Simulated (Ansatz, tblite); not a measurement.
Dissociation curve of Si(Me)(OMe)3, C₄H₁₂O₃Si, SMILES O([Si](OC)(OC)C)C. The Si1–O17 bond (Si1 also carries C, O, O; O17 carries C) is varied alone, starting from the PBE0/def2-SVP optimised geometry.

- GFN2-xTB, 300 K electronic temperature (tblite)
- RKS-PBE = restricted PBE/def2-SVP (Ansatz, a first-principles code)
- UKS-PBE = unrestricted PBE/def2-SVP (Ansatz)
- UKS-PBE0 = unrestricted PBE0/def2-SVP (Ansatz)

Energies are in eV, each relative to the lowest point of its own curve near equilibrium.

```json
[
 {"R / Å": "1.35", "GFN2-xTB": "2.642", "RKS-PBE": "2.812", "UKS-PBE": "2.812", "UKS-PBE0": "2.653"},
 {"R / Å": "1.47", "GFN2-xTB": "[?]", "RKS-PBE": "0.849", "UKS-PBE": "0.849", "UKS-PBE0": "0.752"},
 {"R / Å": "1.55", "GFN2-xTB": "0.105", "RKS-PBE": "0.255", "UKS-PBE": "0.255", "UKS-PBE0": "[?]"},
 {"R / Å": "1.60", "GFN2-xTB": "0.005", "RKS-PBE": "0.074", "UKS-PBE": "0.074", "UKS-PBE0": "[?]"},
 {"R / Å": "1.65", "GFN2-xTB": "0.000", "RKS-PBE": "0.000", "UKS-PBE": "0.000", "UKS-PBE0": "0.000"},
 {"R / Å": "1.69", "GFN2-xTB": "[?]", "RKS-PBE": "0.001", "UKS-PBE": "0.001", "UKS-PBE0": "0.022"},
 {"R / Å": "1.78", "GFN2-xTB": "0.248", "RKS-PBE": "0.146", "UKS-PBE": "0.146", "UKS-PBE0": "[?]"},
 {"R / Å": "1.86", "GFN2-xTB": "0.497", "RKS-PBE": "0.385", "UKS-PBE": "0.385", "UKS-PBE0": "0.497"},
 {"R / Å": "2.00", "GFN2-xTB": "0.997", "RKS-PBE": "0.933", "UKS-PBE": "0.933", "UKS-PBE0": "1.119"},
 {"R / Å": "2.18", "GFN2-xTB": "1.665", "RKS-PBE": "1.704", "UKS-PBE": "1.704", "UKS-PBE0": "[?]"},
 {"R / Å": "2.43", "GFN2-xTB": "2.560", "RKS-PBE": "2.679", "UKS-PBE": "2.679", "UKS-PBE0": "3.088"},
 {"R / Å": "2.68", "GFN2-xTB": "3.342", "RKS-PBE": "3.454", "UKS-PBE": "3.454", "UKS-PBE0": "3.978"},
 {"R / Å": "3.08", "GFN2-xTB": "4.258", "RKS-PBE": "4.330", "UKS-PBE": "4.272", "UKS-PBE0": "4.691"},
 {"R / Å": "3.44", "GFN2-xTB": "4.762", "RKS-PBE": "4.850", "UKS-PBE": "4.625", "UKS-PBE0": "4.954"},
 {"R / Å": "4.04", "GFN2-xTB": "5.180", "RKS-PBE": "5.371", "UKS-PBE": "4.899", "UKS-PBE0": "5.119"},
 {"R / Å": "4.82", "GFN2-xTB": "5.350", "RKS-PBE": "5.687", "UKS-PBE": "5.029", "UKS-PBE0": "5.169"}
]
```

Task: Some entries are withheld; supply them.

Result: 
- 1.47, GFN2-xTB: 0.578
- 1.55, UKS-PBE0: 0.202
- 1.60, UKS-PBE0: 0.047
- 1.69, GFN2-xTB: 0.045
- 1.78, UKS-PBE0: 0.215
- 2.18, UKS-PBE0: 1.984

The restricted form behind RKS-PBE keeps the bonding electrons paired and can't separate into open-shell fragments. The unrestricted determinant behind UKS-PBE is spin-contaminated at 3.08 to 4.82 Å (<S²> up to 0.9, against 0.00 for a pure singlet). The unrestricted determinant behind UKS-PBE0 is spin-contaminated at 2.68 to 4.82 Å (<S²> up to 1.0, against 0.00 for a pure singlet).
